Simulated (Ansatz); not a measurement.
The lowest singlet and triplet of F2Si (SMILES F[Si]F); geometries from B3LYP-D3(BJ)/def2-TZVP, each state relaxed from the structure named, with no frequency check.
Singlet (charge 0, multiplicity 1):
```xyz
3

F     -1.23896    -0.45010     0.00000
Si    -0.00056     0.57716     0.00000
F      1.23983    -0.44770     0.00000
```
Triplet (charge 0, multiplicity 3):
```xyz
3

F     -1.34564    -0.38429     0.00000
Si    -0.00044     0.49256     0.00000
F      1.34631    -0.38191     0.00000
```

A positive gap puts the triplet lower; no zero-point energy. R- takes a restricted singlet. U- takes an unrestricted singlet (broken symmetry where lower, unprojected). The triplet is unrestricted in single-reference levels. Active spaces average the two states.

Frozen-core correlation.

Run with Ansatz (a first-principles code). Each number belongs to the level named beside it.

| level | gap E(singlet) − E(triplet), adiabatic (eV) |
|---|---|
| R-HF/cc-pV(T+d)Z | -2.232 |
| U-SVWN5/def2-TZVPP | -3.262 |
| R-PBE/def2-TZVPP | ___ |
| R-r2SCAN/def2-TZVPP | ___ |
| U-B3LYP/def2-TZVPP | -3.181 |
| R-SCS-MP2/cc-pV(D+d)Z | -3.128 |
| R-SCS-MP2/cc-pV(T+d)Z | -3.176 |
| R-CCSD/cc-pV(D+d)Z | -3.165 |
| FIC-MRCISD+Q on SA-CASSCF(2,2)/cc-pV(Q+d)Z | -3.132 |

Some entries are withheld; supply them.


- R-PBE/def2-TZVPP, gap E(singlet) − E(triplet), adiabatic (eV): -3.017
- R-r2SCAN/def2-TZVPP, gap E(singlet) − E(triplet), adiabatic (eV): -2.754
